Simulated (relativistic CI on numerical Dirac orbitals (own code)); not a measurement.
## What each ingredient does to the levels of Pt76+

Base calculation: Dirac-Coulomb-Breit CI, separate exchange-only KLI orbitals for each configuration, a model potential for QED, unscaled Slater integrals.

CI space: 1s2, 1s.2s, 1s.2p, 1s.3s, 1s.3p, 1s.3d, 1s.4s, 1s.4p, 1s.4d, 1s.4f, 1s.5s, 1s.5p, 1s.5d, 1s.5f, 1s.5g, 1s.6s, 1s.6p, 1s.6d, 2s2. Levels of other configurations are missing.

Variants: (1) P86 correlation estimate; (2) QED terms removed. Shifts of the energy above 1s2 1S_0, in eV, for the lowest level and the first level of each name with at least 55 % of one term (blank where a level changes its place among those of its configuration and J or its character, or is not in the variant):

```
      Level     Base  Δ(1)    Δ(2)
   1s2 1S_0      0.0   0.0     0.0
 1s.2s 3S_1  66205.1  +2.2  +119.7
1s.2p 3P°_1  66328.7  +1.8  +142.7
 1s.2s 1S_0  66376.1  +2.2  +119.6
1s.2p 3P°_0  66379.9  +1.8  +142.7
1s.2p 3P°_2  68332.5  +1.8  +141.2
1s.2p 1P°_1  68385.8  +1.8  +141.2
 1s.3s 3S_1  79100.2  +2.7  +138.3
1s.3p 3P°_1  79132.9  +2.7  +145.1
 1s.3s 1S_0  79145.7  +2.7  +138.2
1s.3p 3P°_0  79146.2  +2.7  +145.1
1s.3p 3P°_2  79729.8  +2.7  +144.6
 1s.3d 3D_2  79739.4  +2.8  +146.0
 1s.3d 3D_1  79744.4  +2.8  +146.0
1s.3p 1P°_1  79745.9  +2.7  +144.6
 1s.3d 3D_3  79906.5  +2.8  +145.6
 1s.3d 1D_2  79910.0  +2.8  +145.6
 1s.4s 3S_1  83511.6  +3.2  +142.8
1s.4p 3P°_1  83524.7  +3.2  +145.6
 1s.4s 1S_0  83530.0  +3.2  +142.7
1s.4p 3P°_0  83530.0  +3.2  +145.6
1s.4p 3P°_2  83774.5  +3.2  +145.4
```

At this charge energies of transitions that change n are usually good to better than 1 %, and those within a shell (Δn = 0) to a few per cent.

Ionisation energy from the two ground configurations alone: base 88950.4 eV; QED terms removed 89096.8 eV. The NIST ASD value (theoretical) is 88955.1 eV.

LS names give the leading component of a level, which can be under half, so a name can repeat, a term be missing and a line seem to break the LS rules.
